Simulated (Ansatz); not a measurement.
Consider the formal exchange of groups at a C–O bond: `CCCCCCCCO` + `CC#N` → `CCCCCCCCCC#N` + H₂O.

Computed with Ansatz on PBE0-D4/def2-TZVP structures; ΔE is electronic, products minus reactants. CCSD(T)/CBS adds triple-zeta CCSD(T) − MP2 to the extrapolated MP2 energy (def2 sets, frozen cores). This one scheme is used for every species. DFT in def2-TZVPP. Each species was taken in one conformer, which may not be the lowest.

`CCCCCCCCO`:

Z-matrix (Å, degrees):
```
C
C 1 1.520
H 1 1.093 2 111.8
H 1 1.093 2 111.0 3 -119.7
H 1 1.094 2 111.3 3 120.4
C 2 1.525 1 115.2 3 -64.0
H 2 1.097 1 109.1 3 58.5
H 2 1.095 1 109.1 3 173.7
C 6 1.531 2 115.0 1 60.6
H 6 1.094 2 107.7 1 -177.4
H 6 1.097 2 109.4 1 -62.8
C 9 1.523 6 114.3 2 -95.3
H 9 1.096 6 109.5 2 143.7
H 9 1.096 6 108.9 2 28.5
C 12 1.523 9 114.1 6 179.6
H 12 1.096 9 108.1 6 -58.9
H 12 1.095 9 110.3 6 56.5
C 15 1.521 12 114.2 9 -68.8
H 15 1.098 12 109.3 9 54.1
H 15 1.096 12 108.1 9 169.6
C 18 1.517 15 113.5 12 179.6
H 18 1.096 15 109.6 12 -58.5
H 18 1.095 15 110.1 12 58.8
O 21 1.413 18 113.6 15 63.9
H 21 1.100 18 109.7 15 -60.5
H 21 1.092 18 109.9 15 -178.1
H 24 0.960 21 108.3 18 -66.4
```

`CC#N`:

```xyz
6

C     0.103    0.419    0.226
C    -0.205   -0.827   -0.447
N    -0.449   -1.815   -0.981
H     0.293    0.235    1.285
H     0.990    0.875   -0.216
H    -0.734    1.112    0.134
```

`CCCCCCCCCC#N`:

```xyz
30

C     2.175    1.532    1.449
C     2.606    1.568   -0.008
C     1.614    0.968   -0.998
C     0.259    1.681   -1.061
C    -0.837    1.168   -0.121
C    -1.730    0.083   -0.718
C    -1.065   -1.255   -1.019
C    -0.481   -1.975    0.189
C    -1.497   -2.269    1.296
C    -2.631   -3.047    0.823
N    -3.519   -3.660    0.425
H     2.962    1.921    2.099
H     1.280    2.133    1.624
H     1.957    0.509    1.773
H     2.804    2.607   -0.298
H     3.561    1.041   -0.111
H     1.473   -0.093   -0.767
H     2.075    0.995   -1.990
H    -0.127    1.633   -2.085
H     0.431    2.746   -0.867
H    -1.484    2.006    0.155
H    -0.395    0.819    0.817
H    -2.163    0.465   -1.649
H    -2.583   -0.081   -0.051
H    -0.268   -1.118   -1.757
H    -1.803   -1.911   -1.493
H    -0.034   -2.919   -0.135
H     0.323   -1.388    0.639
H    -1.883   -1.340    1.727
H    -1.022   -2.820    2.112
```

H₂O:

```xyz
3

O     0.066    0.300    0.239
H     0.692   -0.127   -0.350
H    -0.759   -0.173    0.111
```

```tsv
level	ΔE (kcal/mol)
PBE0-D4	-8.1
ωB97M-V	-8.3
PBE0	-5.7
HF/CBS(def2)	-2.7
```

**Question.** What does CCSD(T)/CBS give? (Best estimate.)

**Answer.** Computed: -10.1 kcal/mol. The listed levels differ from it by 2.0, 1.8, 4.4, 7.4 kcal/mol.

Largest T1 diagnostic among the species: 0.012.

In def2-TZVPP, CCSD(T) changes the Hartree–Fock value by −6.8 kcal/mol (the triples alone add −0.8 kcal/mol) and MP2 by −8.9 kcal/mol. From PBE to PBE0 (25 % exact exchange), in def2-TZVPP and without D4, ΔE moves by −0.9 kcal/mol. The D4 term adds −3.9 kcal/mol with B3LYP and −2.4 kcal/mol with PBE0; it sums over pairs of atoms, weighted by their polarisabilities, and B3LYP, whose exchange is more repulsive, gets the larger term.

B3LYP here is the variant with VWN-RPA as its local correlation; programs differ in this.
